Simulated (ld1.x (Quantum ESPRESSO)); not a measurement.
## Ranking TM semilocal potentials for oxygen (O)

All share these settings but for the change named:

O, norm-conserving Troullier–Martins (semilocal form), made with ld1.x (Quantum ESPRESSO) 7.5 (revPBE, non-relativistic). Core [He], reference 2s2 2p4. Waves: 2s (bound): rc 0.70 bohr; 2p (bound): rc 1.05 bohr. Local part: the p channel. Core correction: Bessel-smoothed model core, default radius (core density twice the valence density).

Test errors are all-electron minus pseudo excitation energies from the reference, over 2s2 2p3; 2s2 2p2; 2s2 2p1; 2s2 2p0; 2s1 2p5; 2s2 2p4.3; 2s1 2p4. None of these files shows a bound ghost.

The base gives 552.7 meV.

Of 8 variants that were run, those that failed, showed a ghost or another fault, or gave nearly equal values are left out.

Question: Rank these variants by their largest absolute test error, smallest first.
A. all radii but the core radius scaled by about 1.36 (s 0.96, p 1.42 bohr)
B. all radii but the core radius scaled by about 1.30 (s 0.92, p 1.36 bohr)
C. all radii but the core radius scaled by about 0.95 (s 0.66, p 1.00 bohr)
D. all radii but the core radius scaled by about 1.12 (s 0.78, p 1.18 bohr)
E. all radii but the core radius scaled by about 0.79 (s 0.56, p 0.82 bohr)

Answer: E (292.0 meV), C (465.7 meV), D (899.6 meV), B (1538.4 meV), A (1886.4 meV).
